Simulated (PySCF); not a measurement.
**Electronic absorption of [C7H6F]+**

Species: C7H6F (charge +1).
Structure used (GFN2-xTB), in Å, numbered top down from 1:
```xyz
14
C7H6F angstrom
C      2.2892   -0.1277   -0.0397
C      0.9257   -0.0452   -0.0192
C      0.2645    1.2324   -0.0609
C     -1.1057    1.3067   -0.0358
C     -1.8713    0.1403    0.0309
C     -1.2423   -1.1157    0.0693
F     -1.9956   -2.1972    0.1294
C      0.1254   -1.2341    0.0471
H      2.9098    0.7563   -0.0893
H      2.7970   -1.0819   -0.0070
H      0.8665    2.1278   -0.1122
H     -1.6032    2.2646   -0.0665
H     -2.9525    0.1814    0.0533
H      0.5919   -2.2082    0.0784
```

Computed, not measured: TDDFT wB97X-D/def2-SVPD, vertical, gas phase, core orbitals frozen in the response in PySCF.

```tsv
state	E (eV)	λ (nm)	f	|μ| (D)	symmetry	main configurations (H = HOMO, L = LUMO)
S1	2.95	420.7	0.034	1.75	A′	H→L (97%)
S2	4.69	264.1	0.347	4.42	A′	H-1→L (93%)
S3	5.03	246.6	0.0000	0.04	–	H-2→L (86%), H-3→L (10%)
S4	5.53	224.1	0.0001	0.07	–	H-3→L (84%), H-2→L (8%)
S5	6.24	198.6	0.0001	0.08	–	H-5→L (84%), H-6→L (8%)
S6	6.49	190.9	0.156	2.51	A′	H-4→L (73%), H→L+1 (22%)
S7	6.72	184.4	0.020	0.88	A′	H→L+2 (31%), H→L+1 (30%), H-4→L (20%)
S8	7.16	173.1	0.342	3.55	A′	H→L+1 (39%), H→L+2 (36%), H-1→L+1 (14%)
```

Triplets, Tamm–Dancoff:

| state | E (eV) | λ (nm) | main configurations (H = HOMO, L = LUMO) |
| --- | --- | --- | --- |
| T1 | 1.80 | 688.2 | H→L (97%) |
| T2 | 2.52 | 492.6 | H-1→L (95%) |
| T3 | 4.53 | 273.6 | H→L+1 (66%), H-4→L (27%) |

The lowest singlet lies at 2.95 eV (421 nm, visible) and is of moderate strength; its leading configuration is HOMO→LUMO (97%). The largest oscillator strength of a single state is 0.347. Löwdin shares by element: HOMO carbon 59% or more, fluorine 13% (atoms not listed hold the other 28%); LUMO carbon 73% or more (atoms not listed hold the other 27%). The listed states span 4.21 eV, and the widest gap between neighbours is 1.75 eV (S1 to S2). Orbital energies (eV): HOMO-3 -18.00, HOMO-2 -17.32, HOMO-1 -15.66, HOMO -14.56, LUMO -7.53, LUMO+1 -3.77, LUMO+2 -3.09. Of the 8 states listed, 5 reach f = 0.01 and 3 stay under 0.0005. S1 lies in the visible range (380 to 750 nm), at 421 nm, f = 0.034; light of that wavelength is violet, and its complementary colour is yellow-green; a Tamm–Dancoff triplet lies at 688 nm, without intensity as long as spin–orbit coupling is left out. Symmetry labels in Cs follow from the direction of the transition dipole and are given only for states with f of 0.002 or more. The window holds the lowest 8 singlets.

The run took 36 s wall on one thread, Arm Neoverse V1, on a shared host.
